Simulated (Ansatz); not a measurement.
GaH7Si2, SMILES `[SiH3][SiH2][GaH2]`, 10 atoms. The species carries charge 0 and has multiplicity 1. Correlated methods include outer-core shells of Ga, which these sets cover unevenly. Scalar relativity is left out up to krypton. All runs use 2 threads of an Arm Neoverse V2 on a shared host. Correlated methods freeze the cores.

Problem. Give the basis size and wall time and peak host memory of each of these runs in Ansatz. RKS PBE0-D4/def2-TZVP frequencies; RHF-CCSD(T)/def2-TZVPP energy; RHF-CCSD(T)/def2-SVP energy; direct RPA on PBE orbitals/def2-TZVPP energy; RHF-MP2/def2-QZVPP energy; RKS revPBE-D4/def2-TZVPP energy; RKS BHLYP-D4/def2-TZVPP energy; RKS ωB97M-V/def2-SVP energy; RKS PBE0-D4/def2-QZVPP energy; RKS PBE0-D4/def2-SVP energy; RKS r2SCAN-D4/def2-TZVPP energy and forces; RKS B2PLYP (frozen core)/def2-TZVPP energy. (Best estimate.)

Solution. The calculation gave: Other jobs shared the machine, so times are rough.

```
                                level                job  functions  wall time  peak host memory (GiB)
                 RKS PBE0-D4/def2-SVP             energy        103      1.9 s                    0.18
             RKS revPBE-D4/def2-TZVPP             energy        230      3.1 s                    0.26
                 RHF-CCSD(T)/def2-SVP             energy        103      5.5 s                    0.34
              RKS BHLYP-D4/def2-TZVPP             energy        230        6 s                    0.53
direct RPA on PBE orbitals/def2-TZVPP             energy        230        7 s                    0.41
             RKS r2SCAN-D4/def2-TZVPP  energy and forces        230      7.5 s                    0.27
  RKS B2PLYP (frozen core)/def2-TZVPP             energy        230      8.5 s                    0.48
                 RKS ωB97M-V/def2-SVP             energy        103        9 s                     0.3
               RKS PBE0-D4/def2-QZVPP             energy        439       15 s                     1.5
                   RHF-MP2/def2-QZVPP             energy        439       34 s                     2.2
               RHF-CCSD(T)/def2-TZVPP             energy        230    2.3 min                     3.4
                RKS PBE0-D4/def2-TZVP        frequencies        164    3.1 min                    0.34
```
